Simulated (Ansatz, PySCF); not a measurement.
WF₂H₄, SMILES [F][WH4][F], multiplicity 1.

The structure is a stationary point at PBE0-D3(BJ)/def2-TZVP. The geometry has at least one imaginary mode, so it is a saddle point at that level. The multiplicity is an assumed one; no other spin state was optimised. The structure was generated by enumeration; whether it is a known compound was not checked. The def2 effective core potentials stand for the cores of W; spin–orbit coupling is left out.

Vertical ionisation energy (IE) and electron affinity (EA) in eV. Rows of orbital energies are one-electron estimates. Where ΔSCF, EOM or ADC give a negative EA the extra electron is unbound and the value depends on the basis.

```json
[
 {"level": "−ε(HOMO), −ε(LUMO), r2SCAN/def2-TZVPD (PySCF)", "IE": "[?]", "EA": "[?]"},
 {"level": "−ε(HOMO), −ε(LUMO), PBE/def2-TZVPD (PySCF)", "IE": "6.79", "EA": "4.40"},
 {"level": "ΔSCF, CAM-B3LYP/def2-SVPD (Ansatz), final states of multiplicity 2 and 2", "IE": "10.75", "EA": "1.60"},
 {"level": "ΔSCF, PBE/def2-SVPD (Ansatz), final states of multiplicity 2 and 2", "IE": "10.22", "EA": "1.20"}
]
```

**Question.** What belongs in the gaps? (The exact figures need the calculation; the answer reports its results.)

**Answer.** 
- −ε(HOMO), −ε(LUMO), r2SCAN/def2-TZVPD (PySCF), IE: 7.12
- −ε(HOMO), −ε(LUMO), r2SCAN/def2-TZVPD (PySCF), EA: 4.27

**Question.** What vertical singlet–triplet gap does ΔSCF give with CAM-B3LYP/def2-SVPD (Ansatz, a quantum-chemistry and plane-wave program) and with PBE/def2-SVPD (Ansatz)? (Estimate from the structure and the level; the computed values follow.)

**Answer.** 2.41 and 2.37 eV (triplet above singlet where positive).
